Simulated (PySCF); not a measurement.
Ionisation energy of F²⁺ by level of theory

F²⁺ [He] 2s2 2p3 (4S) → F³⁺ [He] 2s2 2p2 (3P), as a difference of total energies. All numbers are calculated (PySCF 2.14, scalar relativity by spin-free X2C-1e, in x2c-TZVPPall with one added diffuse shell each of s, p, d type (6s4p3d1f, 40 functions)). Correlated levels: valence: 1s2 frozen; valence and next inner shell: nothing frozen. The calculations carry no spin-orbit coupling.

```json
{"method": "UHF", "ionisation energy (eV)": "62.247"}
{"method": "LDA", "ionisation energy (eV)": "63.178"}
{"method": "PBE", "ionisation energy (eV)": "62.848"}
{"method": "PBE0", "ionisation energy (eV)": "62.926"}
{"method": "r2SCAN", "ionisation energy (eV)": "63.166"}
{"method": "BHandHLYP", "ionisation energy (eV)": "62.811"}
{"method": "B97-3", "ionisation energy (eV)": "62.861"}
{"method": "TPSSh", "ionisation energy (eV)": "62.873"}
{"method": "SCS-MP2 (valence)", "ionisation energy (eV)": "62.562"}
{"method": "MP2 (valence and next inner shell)", "ionisation energy (eV)": "62.832"}
{"method": "SCS-MP2 (valence and next inner shell)", "ionisation energy (eV)": "62.574"}
```

**Question.** Estimate what M06-L gives.

**Answer.** 63.129 eV, closest to r2SCAN among the rows shown.

**Question.** Estimate what MP2 (valence) gives.

**Answer.** 62.816 eV, closest to BHandHLYP among the rows shown.

A first-order spin-orbit estimate (lowest level to lowest level, LS coupling) adds -0.055 eV.

Errors of the correlated levels include the incompleteness of this basis and the frozen core.

For comparison: 62.708 eV (semi-empirical (NIST evaluation); NIST Atomic Spectra Database, ionization energies).
